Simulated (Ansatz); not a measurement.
Mulliken charges of CH$_{4}$BrClGe, SMILES `Cl[CH]([GeH3])Br` from r2SCAN/def2-TZVPP in Ansatz (PBE0-D4/def2-TZVP geometry).

```json
{"atom": "Cl1", "x (Å)": "-2.051", "y (Å)": "0.937", "z (Å)": "0.061", "charge (e)": "-0.114"}
{"atom": "C2", "x (Å)": "-0.489", "y (Å)": "0.504", "z (Å)": "-0.642", "charge (e)": "-0.055"}
{"atom": "Ge3", "x (Å)": "0.642", "y (Å)": "-0.413", "z (Å)": "0.697", "charge (e)": "0.105"}
{"atom": "Br4", "x (Å)": "-0.694", "y (Å)": "-0.628", "z (Å)": "-2.207", "charge (e)": "-0.104"}
{"atom": "H5", "x (Å)": "-0.039", "y (Å)": "1.422", "z (Å)": "-1.010", "charge (e)": "0.146"}
{"atom": "H6", "x (Å)": "0.811", "y (Å)": "0.534", "z (Å)": "1.895", "charge (e)": "0.001"}
{"atom": "H7", "x (Å)": "1.998", "y (Å)": "-0.716", "z (Å)": "0.047", "charge (e)": "0.003"}
{"atom": "H8", "x (Å)": "-0.085", "y (Å)": "-1.697", "z (Å)": "1.103", "charge (e)": "0.018"}
```

Task: By hand: the dipole of these point charges (1 e Å = 4.8032 D).

Result: Σ q r = (0.400, 0.063, 0.205) e Å, of length 0.454 e Å = 2.18 D.

Task: How does the dipole of the full density compare? (Best estimate.)

Result: The calculation gave: (0.297, 0.090, 0.154) e Å, 1.66 D; the point charges give 1.31 times that, at 7° from its direction.

Point charges leave out the atoms' own dipoles, such as those of lone pairs, and Mulliken's split depends on the basis, so the two needn't agree.
